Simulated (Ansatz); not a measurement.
Mulliken charges of CH4F2OSi (`O[SiH](F)CF`) from B3LYP/def2-TZVPP in Ansatz (PBE0-D4/def2-TZVP geometry).

| atom | x (Å) | y (Å) | z (Å) | charge (e) |
| --- | --- | --- | --- | --- |
| O1 | -0.619 | 1.144 | 1.281 | -0.389 |
| Si2 | 0.573 | 0.323 | 0.540 | 0.723 |
| F3 | 1.565 | 1.316 | -0.220 | -0.320 |
| C4 | -0.173 | -0.833 | -0.748 | -0.055 |
| F5 | -1.218 | -0.161 | -1.388 | -0.263 |
| H6 | -1.358 | 1.427 | 0.738 | 0.200 |
| H7 | 1.355 | -0.384 | 1.573 | -0.098 |
| H8 | -0.586 | -1.735 | -0.284 | 0.099 |
| H9 | 0.549 | -1.144 | -1.509 | 0.102 |

Q: By hand: the dipole of these point charges (1 e Å = 4.8032 D).

A: Σ q r = (0.078, -0.510, 0.180) e Å, of length 0.546 e Å = 2.62 D.

Q: How does the dipole of the full density compare? (An estimate is asked.)

A: The calculation gave: (-0.070, -0.333, 0.010) e Å, 1.64 D; the point charges give 1.60 times that, at 27° from its direction.

Point charges leave out the atoms' own dipoles, such as those of lone pairs, and Mulliken's split depends on the basis, so the two needn't agree.

B3LYP here is the variant with VWN-RPA as its local correlation; programs differ in this.
